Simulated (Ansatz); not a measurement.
```yaml
crystal:
  periodic: [false, false, false]
  atoms:
    - {symbol: B, position_ang: [-0.375039, 1.628410, -0.064837]}
    - {symbol: Si, position_ang: [0.662782, -0.039997, -0.141991]}
    - {symbol: B, position_ang: [-0.169225, -1.722430, 0.451071]}
    - {symbol: S, position_ang: [-0.238763, -1.678329, -1.289611]}
    - {symbol: H, position_ang: [0.101508, 2.644203, 0.346485]}
    - {symbol: H, position_ang: [-1.531371, 1.605825, -0.361563]}
    - {symbol: H, position_ang: [2.139092, -0.013400, -0.293913]}
    - {symbol: H, position_ang: [-0.496785, -2.481384, 1.298459]}
basis:
  gaussian: {orbitals: def2-SVPD}
hamiltonian: {xc: {name: r2SCAN50}, pseudopotentials: {relativity: none}}
output: {forces: true}
```

```sh
$ ansatz run in.yaml --threads 2 --pin off --events-out ev --progress --plain --max-ram 4352MiB
```

Shortened log:

```
Functional definition: r2SCAN50
1191 factors; integrals over basis functions are off by at most 9.1e-4 eV
mean field evaluation 1: about -20119.4836 eV, gradient 1.4e1 eV
mean field evaluation 2: about -20120.0401 eV, gradient 8.1e0 eV
mean field evaluation 4: about -20120.2626 eV, gradient 9.4e-1 eV
mean field evaluation 8: about -20120.3027 eV, gradient 9.0e-2 eV
mean field evaluation 16: about -20120.3027 eV, gradient 1.1e-4 eV
mean field -20120.30274518 eV, -739.4074878543 hartree, gradient 1.2e-5 eV, S^2 0.000000; 0 other end points of the search recorded, 0 dependent functions left out
reference -20120.30275548 eV, -739.4074882327 hartree; 22, 22 occupied and 101, 101 virtual orbitals, 1191 factors
Total energy: -20120.30275548 eV, -739.4074882327 hartree
Atom 0 at    -0.375039     1.628410    -0.064837 Å, force    -0.053535     0.070783    -0.009400 eV/Å
Atom 1 at     0.662782    -0.039997    -0.141991 Å, force     0.155160    -0.164288     0.054712 eV/Å
Atom 2 at    -0.169225    -1.722430     0.451071 Å, force     0.073251     0.126947     0.042860 eV/Å
Atom 3 at    -0.238763    -1.678329    -1.289611 Å, force    -0.028642    -0.025035    -0.091130 eV/Å
Atom 4 at     0.101508     2.644203     0.346485 Å, force     0.013729     0.028720     0.007953 eV/Å
Atom 5 at    -1.531371     1.605825    -0.361563 Å, force    -0.020500     0.005515    -0.011766 eV/Å
Atom 6 at     2.139092    -0.013400    -0.293913 Å, force    -0.111963     0.014009    -0.003402 eV/Å
Atom 7 at    -0.496785    -2.481384     1.298459 Å, force    -0.027500    -0.056652     0.010173 eV/Å
Dipole moment:     0.066237     0.168527     0.101998 e Å
```

It took 4.3 s on 2 threads of an Arm Neoverse V2 on a shared host, with 0.38 GiB of host memory at the peak.
